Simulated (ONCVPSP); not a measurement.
# calcium, ONCV: configuration errors across variants

- Element: Ca
- Generator: ONCVPSP 4.0.1
- Type: optimised norm-conserving Vanderbilt (ONCV)
- Functional: PBEsol
- Relativity: scalar-relativistic
- Frozen core: [Ne]
- Valence charge: 10
- Reference configuration: 3s2 3p6 4s1 (charge +1)
- Partial waves: 3s+4s: rc 1.85 bohr, ncon 4, nbas 8, qcut 5.7 1/bohr, 2 projectors; 3p: rc 1.45 bohr, ncon 4, nbas 9, qcut 10.7 1/bohr, 2 projectors, debl 2.5 Ha; d scattering state at 0.09 Ha: rc 1.45 bohr, ncon 4, nbas 7, qcut 7.5 1/bohr, 3 projectors, debl 3.3 Ha
- Local potential: polynomial inside 1.25 bohr (lpopt 5, dvloc0 0 Ha)
- Core correction: polynomial model core, fcfact 0.15

In the d channel the program set the typed energies aside and used 0.050, 3.350, 6.650 Ha.

All-electron excitation energies from the reference (eV): (1) 3s2 3p6 4s2 -6.305; (2) 3s2 3p6 4s0 11.682; (3) 3s2 3p6 4s1.5 -3.802; (4) 3s2 3p6 4s0 4p2 -1.359.

Errors AE − PS in meV (a dash: test not solved or not reliable):

```csv
change,(1),(2),(3),(4),bound ghosts,GHOST(+) flags above zero
base,-0.1,-1.3,0.0,0.0,none,none
"s: rc 1.24; local potential polynomial inside 1.24 bohr (lpopt 5, dvloc0 0 Ha)",+0.1,-0.5,+0.1,+0.2,none,none
s: rc 1.46,+0.1,-0.8,+0.1,+0.2,none,none
s: rc 1.64,0.0,-1.0,0.0,+0.1,none,none
s: rc 1.8,0.0,-1.2,0.0,+0.1,none,none
s: rc 2.02,-0.1,-1.5,0.0,0.0,none,none
s: rc 2.12,-0.1,-1.6,0.0,-0.1,none,none
s: rc 2.38,-0.1,-1.7,0.0,-0.2,none,none
s: rc 2.72,0.0,-1.7,0.0,-0.3,none,none
```

(1) Give the same row for: s: rc 2.52.

Answers

(1) -0.1, -1.7, 0.0, -0.2; bound ghosts: none; GHOST(+) flags above zero: none.
